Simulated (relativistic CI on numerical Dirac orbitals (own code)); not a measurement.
# Hyperfine structure of Dy⁴²⁺, mass number 163

Computed by Dirac-Coulomb-Breit CI, KLI orbitals optimised for each configuration, model QED (radiative potential, 1s self-energy scaled to tabulated hydrogen-like ionisation energies), unscaled Slater integrals (own radial code, finite nucleus).

Configurations in the expansion (outside the closed core [Ne]): 3s²3p⁶3d⁶, 3s²3p⁵3d⁷, 3s²3p⁴3d⁸, 3s3p⁶3d⁷, 3p⁶3d⁸, 3s3p⁵3d⁸, 3s²3p⁶3d⁵4s, 3s²3p⁶3d⁵4p, 3s²3p⁴3d⁷4s, 3s²3p⁶3d⁵4d, 3s²3p⁵3d⁶4s, 3s²3p⁶3d⁵4f, 3s²3p⁶3d⁴4s², 3s3p⁶3d⁶4s, 3p⁶3d⁷4s, 3p⁶3d⁷4p. Levels of other configurations are missing.

Nuclear spin I = 5/2, μ = 0.671 μN, Q = 2.65 b (tables of Stone and Pyykkö). The electronic factors are computed for point nuclear moments, without core polarisation or the Bohr-Weisskopf and QED corrections.

| Level | E (cm⁻¹) | A (MHz) | B (MHz) |
| --- | --- | --- | --- |
| 3s²3p⁶3d⁶ ⁵D3 | 272432 | 4541 | 12000 |
| 3s²3p⁶3d⁶ ⁵D1 | 304071 | 6664 | -45400 |
| 3s²3p⁶3d⁶ ³G5 | 349575 | 8780 | 54400 |
| 3s²3p⁶3d⁶ ³H6 | 350678 | 9685 | -107000 |
| 3s²3p⁶3d⁶ ³P1 | 496501 | 6303 | 89400 |

Levels with J = 0, under 50 % of one LS term, or S terms without an open s electron are left out. Small factors come from cancelling terms and can be off by tens of per cent or more.

At this charge energies of transitions that change n are usually good to better than 1 %, and those within a shell (Δn = 0) to a few per cent.

Problem. Give the hyperfine levels of 3s²3p⁶3d⁶ ⁵D3 relative to its centre of gravity.

Solution. With K = F(F + 1) − I(I + 1) − J(J + 1), E = AK/2 + B[¾K(K + 1) − I(I + 1)J(J + 1)]/[2I(2I − 1)J(2J − 1)]: F = 1/2: -38210, F = 3/2: -34640, F = 5/2: -27490, F = 7/2: -14950, F = 9/2: 5482, F = 11/2: 37060 MHz.

LS names give the leading component of a level, which can be under half, so a name can repeat, a term be missing and a line seem to break the LS rules.
